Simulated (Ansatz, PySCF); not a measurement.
This Ansatz (a program for electronic structure) input computes a PBE0/def2-TZVPD energy:

Ansatz 0.2 input:
```yaml
crystal:
  periodic: [false, false, false]
  atoms:
    - {symbol: C, position_ang: [2.51877549, -0.25736587, 0.21660325]}
    - {symbol: C, position_ang: [1.15759880, -0.37143427, 0.20793540]}
    - {symbol: C, position_ang: [0.20241614, 0.61978070, -0.25866838]}
    - {symbol: C, position_ang: [-1.14764683, 0.58559799, -0.30021225]}
    - {symbol: C, position_ang: [-2.01532063, -0.55298305, 0.15415027]}
    - {symbol: H, position_ang: [2.76363021, 0.75080772, -0.20703965]}
    - {symbol: H, position_ang: [0.70520986, -1.29680423, 0.58659423]}
    - {symbol: H, position_ang: [0.67410695, 1.53038168, -0.63129007]}
    - {symbol: H, position_ang: [-1.67564309, 1.45154281, -0.69549726]}
    - {symbol: H, position_ang: [-2.71143851, -0.24929077, 0.94805882]}
    - {symbol: H, position_ang: [-2.63398510, -0.95149831, -0.66175544]}
    - {symbol: H, position_ang: [-1.41681820, -1.37671172, 0.54207964]}
basis:
  gaussian:
    orbitals: def2-TZVPD
hamiltonian:
  xc: {name: PBE0}
total_charge: -1
output: {forces: true}
```

### Question
Write an input for the same energy in PySCF and say what it gives.

### Answer

```python
from pyscf import gto, scf, dft

mol = gto.M(
    atom='''
    C     2.51877549   -0.25736587    0.21660325
    C     1.15759880   -0.37143427    0.20793540
    C     0.20241614    0.61978070   -0.25866838
    C    -1.14764683    0.58559799   -0.30021225
    C    -2.01532063   -0.55298305    0.15415027
    H     2.76363021    0.75080772   -0.20703965
    H     0.70520986   -1.29680423    0.58659423
    H     0.67410695    1.53038168   -0.63129007
    H    -1.67564309    1.45154281   -0.69549726
    H    -2.71143851   -0.24929077    0.94805882
    H    -2.63398510   -0.95149831   -0.66175544
    H    -1.41681820   -1.37671172    0.54207964
    ''',
    basis='def2-tzvpd',
    charge=-1,
    spin=0,
    verbose=4,
)

mf = dft.RKS(mol, xc='pbe0').density_fit(auxbasis='def2-universal-jkfit')
mf.grids.level = 3
mf.conv_tol = 1e-9
mf.max_cycle = 100
mf.max_memory = 1500
mf.kernel()
if not mf.converged:
    mf = mf.newton()
    mf.kernel(mf.make_rdm1())
mf.analyze()
```
It gives -194.47506 Eh, and Ansatz -194.47500 Eh, a difference of 0.06 mEh, from the treatment of integrals and grids.

It need not be the lowest isomer of its formula. Whether it binds its extra electron was not tested at this geometry.
